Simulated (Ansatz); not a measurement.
`C[CH2][GeH2][CH3]` + HBr → `[CH3][GeH2][Br]` + `CC` at 700 K and 1 bar (ligand exchange at a Ge–C bond).

Calculated with Ansatz (gas phase, PBE0-D4/def2-TZVP geometries, no zero-point term in ΔE). CBS: MP2 limit from def2 TZ/QZ plus the TZ coupled-cluster correction, frozen cores. This one scheme is used for every species. For Br, Ge outer-core shells are correlated without core-valence functions, which leaves a few kJ/mol of doubt a bond. Scalar relativity is left out up to krypton. One conformer a species, not always the lowest.

| species | CCSD(T)/CBS energy (Eh) | H − E (kJ/mol) | S (J/(mol·K)) |
| --- | --- | --- | --- |
| `C[CH2][GeH2][CH3]` | -2196.29761 | 396.1 | 485.4 |
| HBr | -2573.91920 | 36.5 | 223.7 |
| `[CH3][GeH2][Br]` | -4690.53762 | 199.8 | 412.9 |
| `CC` | -79.71954 | 238.1 | 289.3 |

H − E and S are ideal-gas, rigid-rotor, harmonic terms from PBE0-D4/def2-TZVP, for one conformer and one mirror image of each species. 1 Eh = 2625.50 kJ/mol, R = 8.31446 J/(mol·K).

**Question.** By hand: ΔE, ΔH, ΔS and ΔG.

**Answer.** ΔE = (-4690.53762) + (-79.71954) − (-2196.29761) − (-2573.91920) = -0.04035 Eh = -105.9 kJ/mol. Δ(H − E) = 199.8 + 238.1 − 396.1 − 36.5 = 5.3, so ΔH = -100.6 kJ/mol. ΔS = 412.9 + 289.3 − 485.4 − 223.7 = -6.9 J/(mol·K). ΔG = -100.6 − 700 × (-6.9)/1000 = -95.8 kJ/mol.

**Question.** By hand: the equilibrium constant, and the temperature at which ΔG would vanish if ΔH and ΔS stayed fixed.

**Answer.** log₁₀ K = −ΔG/(RT ln 10) = 7.1. ΔG = 0 at ΔH/ΔS = 14580 K, far beyond where these terms or the molecules hold.

The number of gas molecules stays the same, so ΔS is small and ΔH decides. A doubt of 5 kJ/mol in ΔE shifts log₁₀ K by 0.4 here. Other conformers and mirror images would add mixing entropy, several J/(mol·K) or more a flexible species. These are equilibria of isolated gas molecules and say nothing of rates. Largest T1 diagnostic: 0.010 (customary marks: 0.02 for closed shells, 0.045 for open ones).
